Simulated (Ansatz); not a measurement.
Program: Ansatz. Geometries: PBE0-D4/def2-TZVP. ΔE: electronic, gas phase. CBS: MP2 limit from def2 TZ/QZ plus the TZ coupled-cluster correction, frozen cores. This one scheme is used for every species, atoms too. Functionals use def2-TZVPP. B3LYP here is the variant with VWN-RPA as its local correlation; programs differ in this. Open shells (•) are unrestricted, without spin–orbit coupling. Spin–orbit coupling would lower the free atoms: a little for B, C. Each species was taken in one conformer, which may not be the lowest.

Consider the atomization: `NCC1BN1` → B• + 2 C• + 7 H• + 2 N•.

(1) What is ΔE at CCSD(T)/CBS? (Best estimate.)

(2) What do these levels give: PBE-D4, PBE0-D4, B3LYP-D4, PBE, r2SCAN, HF/def2-TZVPP, MP2/def2-TZVPP, CCSD(T)/def2-TZVPP, HF/def2-QZVPP, MP2/def2-QZVPP, MP2/CBS(def2), CCSD/CBS(def2)? (Estimate.)

Largest T1 diagnostic among the species: 0.014.

Results:

(1) Ansatz gave: +46.98 eV.

(2) Ansatz gave: PBE-D4 48.66, PBE0-D4 47.63, B3LYP-D4 47.43, PBE 48.46, r2SCAN 47.14, HF/def2-TZVPP 33.05, MP2/def2-TZVPP 46.46, CCSD(T)/def2-TZVPP 45.64, HF/def2-QZVPP 33.13, MP2/def2-QZVPP 47.25, MP2/CBS(def2) 47.80, CCSD/CBS(def2) 46.22 eV.

The D4 term adds +0.32 eV with B3LYP and +0.17 eV with PBE0; it sums over pairs of atoms, weighted by their polarisabilities, and B3LYP, whose exchange is more repulsive, gets the larger term. In def2-TZVPP, CCSD(T) changes the Hartree–Fock value by +12.59 eV (the triples alone add +0.76 eV) and MP2 by +13.41 eV; breaking electron pairs costs correlation energy, which Hartree–Fock lacks. From PBE to PBE0 (25 % exact exchange), in def2-TZVPP and without D4, ΔE moves by −1.00 eV: exact exchange takes away binding that semilocal exchange gives to molecules.

For atomizations the MP2-based limit and the directly extrapolated one differ by several kJ/mol either way, and by 10 to 25 for some Ge, Se and Sn compounds, so smaller differences from it don't rank the levels.
